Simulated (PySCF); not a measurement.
# Distorted geometries of Lu2S3

Lu2S3 (singlet in the valence; each metal's 4f electrons, 14 of them, lie in its core potential, out of spins and levels). PySCF 2.14.0, RKS B3LYP, Lu lcecp-1-SVP with ECP60, S def2-SVP; non-relativistic Hamiltonian with scalar-relativistic core potentials where named; density fitting; no spin-orbit coupling. Relaxed geometry:

```xyz
5

Lu   -0.3541   -0.4782    2.2929
Lu   -0.3541   -0.4782   -2.2929
S    -0.9883   -1.3346    0.0000
S     0.9945    1.3430    2.6913
S     0.9945    1.3430   -2.6913
```

Problem. Order these distorted geometries by energy above the relaxed one, lowest first.
A.
```xyz
5

Lu   -0.3929   -0.4644    2.2767
Lu   -0.2188   -0.4592   -2.3830
S    -1.2169   -1.4207    0.0505
S     1.0421    1.4221    2.6918
S     1.0790    1.3171   -2.6360
```
B.
```xyz
5

Lu   -0.4258   -0.4173    2.2420
Lu   -0.2174   -0.3355   -2.3992
S    -0.9149   -1.5017    0.1260
S     0.9435    1.3723    2.6375
S     0.9069    1.2772   -2.6062
```
C.
```xyz
5

Lu   -0.6078   -0.3645    2.2733
Lu   -0.2843   -0.4038   -2.1561
S    -0.8615   -1.4270   -0.1283
S     1.1063    1.2615    2.7233
S     0.9398    1.3288   -2.7121
```

Solution. A (0.40 eV), C (0.60 eV), B (1.88 eV).

Problem. Which forces (eV/Å) act in the one that lies 1.88 eV up?

Solution. 
```
Lu   -0.31  -0.25   0.82
Lu   -7.00 -10.15   2.35
S     0.23   0.30  -2.01
S     0.42   0.55  -0.01
S     6.65   9.55  -1.15
```
Forces carry noise of the integration grid, about 0.01 to 0.03 eV/Å.

A frequency check found unstable modes (1, the lowest at -33 cm⁻¹), so the relaxed geometry is a saddle point, or these are noise. An lcecp potential fixes the number of 4f electrons, so in runs with it no electron can move into or out of that shell.
